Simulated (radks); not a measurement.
Neutral cadmium inside a hard spherical wall (all orbitals vanish at R), configuration held at [Kr] 4d10 5s2 and not refilled when levels cross. Method: scalar-relativistic Kohn-Sham, PBE, spin-polarised, spherical densities, finite nucleus; Fermi nuclear charge, rms radius 4.6087 fm; computed with a radial shooting solver on a logarithmic mesh with Libxc functionals. Eigenvalues in eV for spin up, with the zero of energy where the potential of the charges vanishes at infinity; a dash marks a level that is unbound or too diffuse for the functional's potential to be trusted. A positive occupied level is held by the wall or, in an anion where self-interaction has pushed it up, behind a barrier. The pressure on the wall is -dE/dV.

R (bohr)  E (hartree)  kinetic (hartree)    e(4s)    e(4p)    e(4d)   e(5s)  e(5p, empty)  e(6s, empty)  pressure (GPa)
free      -5594.52756           5821.261  -105.91  -66.968  -11.734  -5.659        -1.184             -               0
20        -5594.52756           5821.261  -105.91  -66.968  -11.734  -5.659        -1.183             -        < 0.0001
8         -5594.52529           5821.281  -105.78  -66.833  -11.601  -5.537        -0.716         3.831           0.101
7         -5594.51995           5821.319  -105.57  -66.627  -11.401  -5.332        -0.239         6.278           0.438
2.5       -5590.52045           5837.307  -81.343  -43.152   12.222  39.802        57.936        173.33            2990
2         -5582.62950           5866.394  -57.867  -19.578   38.922  102.59        129.09        334.98           16600
1.5       -5549.92670           5973.720    5.978   48.785   117.82  301.42        339.60        763.04          136000
